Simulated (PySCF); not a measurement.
Series CXY, Y = chloro, computed as singlets and as triplets. Isolated molecules, 0 K electronic values unless said otherwise. One relaxed conformer stands for each flexible species; it need not be the lowest. Strings in code marks are SMILES.

The dipole moment from two functionals at the same geometries (PBE0-D3(BJ)/def2-TZVP), both in PySCF: PBE-D3(BJ)/def2-TZVP and PBE0-D3(BJ)/def2-TZVP. 

| species | PBE0-D3(BJ)/def2-TZVP (D) |
|---|---|
| X = chloro, multiplicity 3 (`[C](Cl)Cl` (excited triplet)) | 0.35 |
| X = silyl, multiplicity 3 (`[SiH3][C]Cl` (lower triplet)) | 0.47 |
| X = boryl, multiplicity 1 (`B[C]Cl` (lower singlet)) | 1.72 |
| X = ethynyl, multiplicity 3 (`C([C]Cl)#C` (triplet; the order of the spin states depends on the level)) | 0.82 |
| X = H, multiplicity 3 (`Cl[CH]` (triplet; the order of the spin states depends on the level)) | 0.78 |

Question: What does PBE-D3(BJ)/def2-TZVP give for each?

Answer: 
- X = chloro, multiplicity 3 (`[C](Cl)Cl` (excited triplet)): 0.49
- X = silyl, multiplicity 3 (`[SiH3][C]Cl` (lower triplet)): 0.48
- X = boryl, multiplicity 1 (`B[C]Cl` (lower singlet)): 1.79
- X = ethynyl, multiplicity 3 (`C([C]Cl)#C` (triplet; the order of the spin states depends on the level)): 0.68
- X = H, multiplicity 3 (`Cl[CH]` (triplet; the order of the spin states depends on the level)): 0.76
Over these rows, drawn at random from the members with no instability flagged (it was tested for open shells, ions and some series alone), PBE minus PBE0-D3(BJ): mean +0.01 D, from -0.14 D to +0.14 D.
